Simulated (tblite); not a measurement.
C₈H₉F.
Numbering: `[CH:1]#[C:2][C@@H:3]1[C:4]([F:5])=[CH:6][C@@H:7]1[CH2:8][CH3:9]` (hydrogens: H10 on C1; H11 on C3; H12 on C6; H13 on C7; H14, H15 on C8; H16, H17, H18 on C9)

Computed geometry: GFN2-xTB, gas phase.

Problem. What internal coordinates does the optimisation give?

Solution. 
```json
{"bond": "C1≡C2", "length (pm)": "119.7", "order": "triple"}
{"bond": "C2–C3", "length (pm)": "144.1", "order": "single"}
{"bond": "C3–C4", "length (pm)": "150.7", "order": "single"}
{"bond": "C4–F5", "length (pm)": "133.6", "order": "single"}
{"bond": "C4=C6", "length (pm)": "132.4", "order": "double"}
{"bond": "C6–C7", "length (pm)": "151.5", "order": "single"}
{"bond": "C7–C8", "length (pm)": "152.2", "order": "single"}
{"bond": "C8–C9", "length (pm)": "152.4", "order": "single"}
{"bond": "C3–C7", "length (pm)": "157.3", "order": "single"}
{"bond": "C1–H10", "length (pm)": "104.9", "order": "single"}
{"bond": "C3–H11", "length (pm)": "109.4", "order": "single"}
{"bond": "C6–H12", "length (pm)": "107.2", "order": "single"}
{"bond": "C7–H13", "length (pm)": "109.3", "order": "single"}
{"bond": "C8–H14", "length (pm)": "109.3", "order": "single"}
{"bond": "C8–H15", "length (pm)": "109.2", "order": "single"}
{"bond": "C9–H16, C9–H17, C9–H18", "length (pm)": "108.7", "order": "single"}
```

Bonds in one row agree within 1 pm and their mean is given. Orders are formal, as drawn. A selection of angles:
```json
{"angle": "C1–C2–C3", "degrees": "178.5"}
{"angle": "C2–C3–C4", "degrees": "116.2"}
{"angle": "C2–C3–C7", "degrees": "116.9"}
{"angle": "C4–C3–C7", "degrees": "84.0"}
{"angle": "C3–C4–F5", "degrees": "129.2"}
{"angle": "C3–C4–C6", "degrees": "96.6"}
{"angle": "F5–C4–C6", "degrees": "134.2"}
{"angle": "C4–C6–C7", "degrees": "92.8"}
{"angle": "C6–C7–C8", "degrees": "116.4"}
{"angle": "C3–C7–C6", "degrees": "86.6"}
{"angle": "C3–C7–C8", "degrees": "116.1"}
{"angle": "C7–C8–C9", "degrees": "111.5"}
```

Torsions: C2–C3–C4–F5 64° (synclinal); C3–C4–C6–C7 1° (synperiplanar); C4–C6–C7–C8 117° (anticlinal); C6–C7–C8–C9 75° (synclinal); C2–C3–C7–C6 117° (anticlinal).

The 8 C–C bonds span 1.197 Å (C1≡C2, drawn triple) to 1.573 Å (C3–C7, drawn single), a spread of 0.376 Å. The 4-membered ring C3–C4–C6–C7 has internal angles of 84.0° to 96.6°; it is planar, 0.00 Å rms from its mean plane, widest ring torsion 1°. Of the pairs four or more bonds apart, C2···H15 is among the closest relative to their van der Waals radii: 2.70 Å, 93 % of the sum of Bondi's values.

Point group: C1 (no symmetry element, even within 0.4 Å). Its GFN2-xTB frequencies are all real (lowest 78 cm⁻¹). One conformer, not necessarily the lowest.
